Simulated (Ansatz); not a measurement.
Ideal-gas functions of ClH2InS2, SMILES `[SH][In]([SH])[Cl]` at 298.15 K and 1 bar, from an Ansatz frequency run at PBE0-D4/def2-TZVP.

Molar mass 216.42 g/mol, point group Cs (symmetry number 1), electronic degeneracy 1, moments of inertia 269.614, 294.539, 564.153 u Å². Harmonic wavenumbers (cm⁻¹, unscaled): 77, 87, 98, 207, 242, 330, 375, 383, 672, 700, 2707, 2709.

Use S(trans) = R[1.5 ln M + 2.5 ln T − 1.1517]; rotational temperatures θ = 24.2544 K / I; S(rot) = R[ln(√π/σ · √(T³/θAθBθC)) + 1.5]; for each mode x = 1.438777 ν̃/T, S = R[x/(eˣ − 1) − ln(1 − e⁻ˣ)] and H = RT x/(eˣ − 1); 1 cm⁻¹ = 0.0119627 kJ/mol; R = 8.31446 J/(mol·K).

**Question.** By hand: the entropy, in J/(mol·K).

**Answer.** Translation 175.9. Rotation: θ = 0.09, 0.0823, 0.043 K, giving 121.8. Vibration, mode by mode: 16.59, 15.59, 14.62, 8.66, 7.48, 5.27, 4.43, 4.30, 1.43, 1.28, 0.00, 0.00, in all 79.7. Electronic 0.0. Sum 377.4 J/(mol·K).

**Question.** By hand: H − E and G − E in kJ/mol, counted from the electronic energy.

**Answer.** Zero-point energy ½ × 8587 × 0.0119627 = 51.4; thermal vibration 12.1; translation, rotation and pV give 4 RT = 9.9. H − E = 73.4 kJ/mol, and G − E = 73.4 − 298.15 × 377.4/1000 = -39.1 kJ/mol.

Vibration gives 21 % of the entropy, 46.8 J/(mol·K) of it from the modes under 150 cm⁻¹: soft modes count most, and the harmonic formula is weakest for them. The sum counts one conformer and one mirror image; others add a mixing term.
